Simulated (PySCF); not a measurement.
# Atomic charges against the basis set

n-PeOMe, C₆H₁₄O.
Numbering: `[CH3:1][CH2:2][CH2:3][CH2:4][CH2:5][O:6][CH3:7]` (hydrogens: H8, H9, H10 on C1; H11, H12 on C2; H13, H14 on C3; H15, H16 on C4; H17, H18 on C5; H19, H20, H21 on C7)

PBE0 throughout (PySCF), one geometry, spherical d and f functions. Isolated species at its PBE0-D3(BJ)/def2-SVP geometry (one conformer only). The first 7 of 13 kinds of atom are listed.

Mulliken charges (e):

```json
{"basis": "STO-3G", "functions": "49", "C1": "-0.231", "C2": "-0.138", "C3": "-0.138", "C4": "-0.145", "C5": "-0.034", "O6": "-0.218", "C7": "-0.126"}
{"basis": "pcSseg-0", "functions": "91", "C1": "-0.628", "C2": "-0.511", "C3": "-0.489", "C4": "-0.485", "C5": "-0.061", "O6": "-0.685", "C7": "-0.294"}
{"basis": "6-31G", "functions": "91", "C1": "-0.492", "C2": "-0.311", "C3": "-0.313", "C4": "-0.318", "C5": "-0.043", "O6": "-0.528", "C7": "-0.223"}
{"basis": "6-31G*", "functions": "126", "C1": "-0.525", "C2": "-0.315", "C3": "-0.322", "C4": "-0.344", "C5": "-0.042", "O6": "-0.470", "C7": "-0.256"}
{"basis": "cc-pVDZ", "functions": "168", "C1": "-0.072", "C2": "-0.101", "C3": "-0.095", "C4": "-0.076", "C5": "+0.130", "O6": "-0.324", "C7": "+0.072"}
{"basis": "def2-SVP", "functions": "168", "C1": "-0.064", "C2": "-0.087", "C3": "-0.111", "C4": "-0.065", "C5": "+0.181", "O6": "-0.402", "C7": "+0.122"}
{"basis": "pcSseg-1", "functions": "189", "C1": "-0.268", "C2": "-0.272", "C3": "-0.274", "C4": "-0.245", "C5": "+0.089", "O6": "-0.509", "C7": "-0.035"}
{"basis": "6-311+G(2d,p)", "functions": "273", "C1": "-0.698", "C2": "-0.147", "C3": "-0.068", "C4": "-0.248", "C5": "-0.225", "O6": "-0.306", "C7": "-0.187"}
{"basis": "aug-cc-pVDZ", "functions": "287", "C1": "+0.479", "C2": "+0.656", "C3": "+0.545", "C4": "+0.571", "C5": "+0.884", "O6": "-0.546", "C7": "+0.736"}
{"basis": "def2-TZVP", "functions": "301", "C1": "-0.357", "C2": "-0.163", "C3": "-0.247", "C4": "-0.135", "C5": "-0.051", "O6": "-0.262", "C7": "-0.219"}
```

IAO charges (e):

```csv
basis,functions,C1,C2,C3,C4,C5,O6,C7
STO-3G,49,-0.392,-0.253,-0.249,-0.258,-0.121,-0.219,-0.261
pcSseg-0,91,-0.420,-0.258,-0.262,-0.266,-0.060,-0.361,-0.216
6-31G,91,-0.429,-0.250,-0.257,-0.260,-0.067,-0.362,-0.235
6-31G*,126,-0.408,-0.238,-0.243,-0.251,-0.033,-0.376,-0.193
cc-pVDZ,168,-0.407,-0.237,-0.243,-0.250,-0.032,-0.374,-0.193
def2-SVP,168,-0.397,-0.232,-0.238,-0.245,-0.028,-0.374,-0.184
pcSseg-1,189,-0.407,-0.239,-0.245,-0.250,-0.033,-0.383,-0.192
"6-311+G(2d,p)",273,-0.421,-0.245,-0.250,-0.257,-0.036,-0.392,-0.202
aug-cc-pVDZ,287,-0.419,-0.243,-0.248,-0.256,-0.035,-0.390,-0.200
def2-TZVP,301,-0.421,-0.245,-0.250,-0.258,-0.034,-0.390,-0.199
```

Hirshfeld charges (e):

| basis | functions | C1 | C2 | C3 | C4 | C5 | O6 | C7 |
| --- | --- | --- | --- | --- | --- | --- | --- | --- |
| STO-3G | 49 | -0.042 | -0.011 | -0.012 | -0.014 | +0.058 | -0.151 | +0.033 |
| pcSseg-0 | 91 | -0.101 | -0.047 | -0.050 | -0.055 | +0.015 | -0.142 | -0.030 |
| 6-31G | 91 | -0.100 | -0.049 | -0.052 | -0.055 | +0.017 | -0.167 | -0.024 |
| 6-31G* | 126 | -0.101 | -0.052 | -0.054 | -0.058 | +0.014 | -0.152 | -0.026 |
| cc-pVDZ | 168 | -0.109 | -0.058 | -0.059 | -0.068 | +0.005 | -0.124 | -0.039 |
| def2-SVP | 168 | -0.112 | -0.059 | -0.061 | -0.069 | +0.005 | -0.132 | -0.039 |
| pcSseg-1 | 189 | -0.114 | -0.063 | -0.064 | -0.072 | +0.004 | -0.140 | -0.040 |
| 6-311+G(2d,p) | 273 | -0.115 | -0.069 | -0.070 | -0.078 | -0.002 | -0.148 | -0.041 |
| aug-cc-pVDZ | 287 | -0.122 | -0.072 | -0.073 | -0.082 | -0.004 | -0.142 | -0.048 |
| def2-TZVP | 301 | -0.118 | -0.069 | -0.070 | -0.078 | -0.003 | -0.141 | -0.045 |

ESP-fitted charges (e):

```json
{"basis": "STO-3G", "functions": "49", "C1": "-0.466", "C2": "+0.115", "C3": "+0.041", "C4": "-0.305", "C5": "+0.210", "O6": "-0.204", "C7": "-0.294"}
{"basis": "pcSseg-0", "functions": "91", "C1": "-0.531", "C2": "+0.207", "C3": "+0.045", "C4": "-0.279", "C5": "+0.412", "O6": "-0.434", "C7": "-0.183"}
{"basis": "6-31G", "functions": "91", "C1": "-0.438", "C2": "+0.186", "C3": "+0.068", "C4": "-0.256", "C5": "+0.421", "O6": "-0.454", "C7": "-0.083"}
{"basis": "6-31G*", "functions": "126", "C1": "-0.443", "C2": "+0.200", "C3": "+0.061", "C4": "-0.209", "C5": "+0.292", "O6": "-0.327", "C7": "-0.178"}
{"basis": "cc-pVDZ", "functions": "168", "C1": "-0.387", "C2": "+0.204", "C3": "+0.071", "C4": "-0.187", "C5": "+0.311", "O6": "-0.320", "C7": "-0.139"}
{"basis": "def2-SVP", "functions": "168", "C1": "-0.389", "C2": "+0.208", "C3": "+0.084", "C4": "-0.200", "C5": "+0.344", "O6": "-0.354", "C7": "-0.111"}
{"basis": "pcSseg-1", "functions": "189", "C1": "-0.417", "C2": "+0.245", "C3": "+0.089", "C4": "-0.191", "C5": "+0.360", "O6": "-0.376", "C7": "-0.131"}
{"basis": "6-311+G(2d,p)", "functions": "273", "C1": "-0.477", "C2": "+0.279", "C3": "+0.109", "C4": "-0.193", "C5": "+0.298", "O6": "-0.316", "C7": "-0.249"}
{"basis": "aug-cc-pVDZ", "functions": "287", "C1": "-0.454", "C2": "+0.279", "C3": "+0.095", "C4": "-0.180", "C5": "+0.308", "O6": "-0.313", "C7": "-0.227"}
{"basis": "def2-TZVP", "functions": "301", "C1": "-0.467", "C2": "+0.282", "C3": "+0.111", "C4": "-0.187", "C5": "+0.316", "O6": "-0.311", "C7": "-0.223"}
```

Task: Which scheme is steadiest as the basis changes?

Result: Largest range over the bases for any column: Hirshfeld 0.08 e, IAO 0.17 e, ESP-fitted 0.25 e, Mulliken 1.18 e. Hirshfeld charges move least and Mulliken charges most, counted in e. Without the minimal STO-3G basis the ranges are Hirshfeld 0.04, IAO 0.05, ESP-fitted 0.17, Mulliken 1.18 e.

Task: How much do the charges still move between the two largest bases, aug-cc-pVDZ and def2-TZVP?

Result: At most, over all atoms: Mulliken 0.955 e, IAO 0.002 e, Hirshfeld 0.004 e, ESP-fitted 0.016 e.

Task: What do the same runs give for the total energy, the frontier levels and the dipole moment?

Result: 
| basis | energy (Eh) | HOMO (eV) | LUMO (eV) | μ (D) |
| --- | --- | --- | --- | --- |
| STO-3G | -308.0943 | -3.97 | 8.69 | 0.98 |
| pcSseg-0 | -311.1835 | -7.11 | 2.23 | 1.47 |
| 6-31G | -311.8137 | -7.04 | 2.75 | 1.35 |
| 6-31G* | -311.8993 | -7.07 | 2.80 | 1.01 |
| cc-pVDZ | -311.9194 | -7.13 | 1.95 | 0.93 |
| def2-SVP | -311.6812 | -7.21 | 1.84 | 1.05 |
| pcSseg-1 | -311.8668 | -7.30 | 1.51 | 1.11 |
| 6-311+G(2d,p) | -311.9962 | -7.36 | 0.43 | 1.04 |
| aug-cc-pVDZ | -311.9408 | -7.34 | -0.03 | 0.98 |
| def2-TZVP | -312.0201 | -7.34 | 1.17 | 0.96 |

The dipole is fixed by the density alone, so its range of 0.54 D shows that the density itself changes with the basis, not only its division among atoms.
